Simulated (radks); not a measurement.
Task: Excited configurations of neutral tantalum: one electron is placed in a higher orbital outside [Xe] 4f14 5d3 6s1. The ground configuration is [Xe] 4f14 5d3 6s2. Method: scalar-relativistic Kohn-Sham, BLYP, spin-polarised, spherical densities, point nucleus; open shells are filled with parallel spins first (spin-orbit coupling, left out, can overturn this in heavy ions); computed with a radial shooting solver on a logarithmic mesh with Libxc functionals. Excitation = E - E(ground); binding = E(ion) - E, where the ion is the core of charge +1; n* = 1/sqrt(2 binding) in atomic units, and the quantum defect is n - n*.

outer orbital  excitation (eV)  binding (eV)     n*  quantum defect  eigenvalue (eV)  <r> (bohr)
6d                       6.108         1.509  3.002           2.998           -0.637       10.59
7s                       5.177         2.440  2.361           4.639           -1.389       8.667
7p                       5.856         1.762  2.779           4.221           -0.986       11.30

Estimate the row for 6p.

Result: excitation (eV) 3.126; binding (eV) 4.491; n* 1.741; quantum defect 4.259; eigenvalue (eV) -2.220; <r> (bohr) 4.527. The Delta-SCF ionisation energy is 7.617 eV (NIST Atomic Spectra Database: 7.550 eV, measured). Self-interaction in the functional shifts the binding energies and quantum defects, so they are the method's values and not measured ones. Open shells are spherical and high-spin; term and fine-structure splittings are not resolved. Spin-orbit splitting is averaged out at the scalar-relativistic level.
